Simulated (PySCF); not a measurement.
C3H7NSi.
Z-matrix (Å and degrees, PBE0-D3(BJ)/def2-SVP geometry), rows numbered from 1:
```
Si
C   1  1.8932
C   2  1.5092  1  116.17
C   3  1.4487  2  123.83  1   -31.88
N   4  1.2533  3   68.12  2   102.47
H   1  1.4954  2  108.17  3   176.27
H   1  1.4917  2  112.04  3   -63.59
H   1  1.4970  2  110.50  3    57.76
H   2  1.1052  1  107.41  3  -123.19
H   2  1.1044  1  107.65  3   123.43
H   3  1.0998  2  114.75  1   169.17
H   4  1.0934  3  153.13  5  -178.18
```

Theory: delta-SCF UKS SCAN, pcX-2 on the ionised atom, pcseg-1 elsewhere, spin-free X2C in PySCF. These are vertical core ionisation energies against the vacuum level, from separate self-consistent calculations with and without the core hole.

Some binding energies are withheld.

```csv
atom(s),bonded to,level,binding energy (eV)
C2,"C, 2 H and Si",C 1s,290.44
C3,"N, 2 C and H",C 1s,?
C4,"N (double bond), C and H",C 1s,292.26
N5,C (double bond) and C,N 1s,405.20
Si1,C and 3 H,Si 1s,?
Si1,C and 3 H,Si 2p3/2,?
```

Task: What is the Si 1s binding energy of Si1?

Result: 1846.42 eV (SiH3 silicon).

Task: Fill in C 1s for C3.

Result: 291.82 eV (sp3 carbon bound to nitrogen). The nearest listed C 1s value is that of C4; the shift against it is -0.44 eV.

Task: Fill in Si 2p3/2 for Si1.

Result: 106.66 eV (SiH3 silicon), with 2p1/2 at 107.29 eV.

The listed C 1s values span 1.82 eV, from C2 (bonded to C, 2 H and Si) to C4 (bonded to N (double bond), C and H). The widest gap between neighbouring values is 1.38 eV, between 290.44 and 291.82 eV. Summing the Pauling electronegativity differences to the bonded atoms, each weighted by its formal bond order, gives -1.35 for the lowest site and +0.63 for the highest; no listed site has a larger sum than the highest.

Task: What is the longest wavelength that can ionise C 1s of C4 vertically?

Result: λ = hc/E = 12398.42 eV Å / 292.26 eV = 42.423 Å.

The unrestricted hole states depart most from a pure doublet (⟨S²⟩ = 0.75; over 0.85 named) for C 1s of C4 (0.90), which makes this value less certain. The 2p values aren't plain energy differences: one relaxed spin-free 2p hole is combined with a matrix within the shell (ground-state 2p orbital-energy differences and spin–orbit coupling). 2p3/2, the mean of its two sublevels, lies a third of the splitting below the shell's mean and 2p1/2 two thirds above it; the statistical areas are 2:1. 2p1/2 minus 2p3/2 (ligand field included): Si 0.62 eV. The structure is a single PBE0-D3(BJ)/def2-SVP conformer in the gas phase; no vibrational or solvent corrections.
